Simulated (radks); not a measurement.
Ru V, 40 electrons, occupied as [Kr] 4d4. All-electron calculation, scalar-relativistic Kohn-Sham, LB94 model potential, spin-polarised, spherical densities, finite nucleus; open shells are filled with parallel spins first (spin-orbit coupling, left out, can overturn this in heavy ions); Fermi nuclear charge, rms radius 4.4809 fm. Program: a radial shooting solver on a logarithmic mesh with Libxc functionals.

X-ray form factor f0, the Fourier transform of the density (f0(0) = 40):

| sin(theta)/lambda (1/angstrom) | f0 (electrons) |
|---|---|
| 0.05 | 39.588 |
| 0.1 | 38.415 |
| 0.15 | 36.648 |
| 0.2 | 34.510 |
| 0.25 | 32.222 |
| 0.3 | 29.965 |
| 0.4 | 25.968 |
| 0.5 | 22.858 |
| 0.6 | 20.485 |
| 0.8 | 16.914 |
| 1 | 13.952 |
| 1.25 | 10.829 |
| 1.5 | 8.538 |
| 2 | 6.121 |
